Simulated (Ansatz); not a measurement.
Ansatz (an electronic-structure program) input file for F₃Fe, SMILES [F][Fe-]([F])[F] (connectivity only; charge and spin as stated), charge -1, multiplicity 5, ωB97X-V/def2-SVPD. Coordinates come from a r2SCAN-D4/def2-SVPD optimisation. The spin state was assumed, not searched.

Ansatz 0.2 input:
```yaml
crystal:
  periodic: [false, false, false]
  atoms:
    - {symbol: Fe, position_ang: [-0.00000000, -0.00000000, -0.00000000]}
    - {symbol: F, position_ang: [1.84817761, -0.00000000, 0.00000000]}
    - {symbol: F, position_ang: [-0.92408880, 1.60056877, 0.00000000]}
    - {symbol: F, position_ang: [-0.92408881, -1.60056876, 0.00000000]}
basis:
  gaussian:
    orbitals: def2-SVPD
hamiltonian:
  xc: {name: wB97X-V}
total_charge: -1
magnetization: {spin_polarized: true, initial_magnetization: 4}
```

Output:

```
WARN ansatz: RAYON_NUM_THREADS=1 ignored (pool sized by the plan → 1); use --threads N
Functional definition: wB97X-V
integrals: 0.07 GiB planned
1015 factors; integrals over basis functions are off by at most 3.9e-4 eV
integrals: 0.14 GiB planned
252 factors; integrals over basis functions are off by at most 1.9e-5 eV
mean field: 0.98 GiB planned
mean field evaluation 1: about -42523.8138 eV, gradient 2.7e1 eV
mean field evaluation 2: about -42519.4211 eV, gradient 4.9e1 eV
mean field evaluation 4: about -42527.1202 eV, gradient 2.6e0 eV
mean field evaluation 8: about -42527.2485 eV, gradient 2.4e-1 eV
mean field evaluation 16: about -42527.2503 eV, gradient 1.4e-3 eV
mean field evaluation 32: about -42527.2461 eV, gradient 7.2e-1 eV
mean field -42527.25025732 eV, -1562.8476209510 hartree, gradient 1.7e-5 eV, S^2 6.019556; 4 other end points of the search recorded, 0 dependent functions left out
reference -42527.25025615 eV, -1562.8476209080 hartree; 29, 25 occupied and 74, 78 virtual orbitals, 1015 factors
Total energy: -42527.25025615 eV, -1562.8476209080 hartree
```

The run converged.

Cost: around 15 core-seconds (rough).
